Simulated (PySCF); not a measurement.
Si(Br)(OH)2(OMe) (CH5BrO3Si), SMILES [Si](O)(O)(Br)OC. The structure is a stationary point at PBE0-D3(BJ)/def2-SVP. Other conformers were not sampled.

Question: Give the equilibrium geometry at PBE0-D3(BJ)/def2-SVP (PySCF confirms it by a frequency run) as bond lengths and angles. (Estimate from the structure and the level; the computed values follow.)

Answer: One answer among several that fit: 
Atoms: C1 O2 Si3 O4 O5 Br6 H7 H8 H9 H10 H11. Bonds (Å): C1–O2 1.405, C1–H7 1.103, C1–H8 1.099, C1–H9 1.104, O2–Si3 1.632, Si3–O4 1.637, Si3–O5 1.637, Si3–Br6 2.235, O4–H10 0.962, O5–H11 0.962. Bond angles (°): O2–C1–H7 111.4, O2–C1–H8 108.4, O2–C1–H9 111.5, H7–C1–H8 108.5, H7–C1–H9 108.5, H8–C1–H9 108.5, C1–O2–Si3 126.4, O2–Si3–O4 109.4, O2–Si3–O5 110.4, O2–Si3–Br6 108.3, O4–Si3–O5 109.7, O4–Si3–Br6 109.8, O5–Si3–Br6 109.3, Si3–O4–H10 117.6, Si3–O5–H11 117.2.
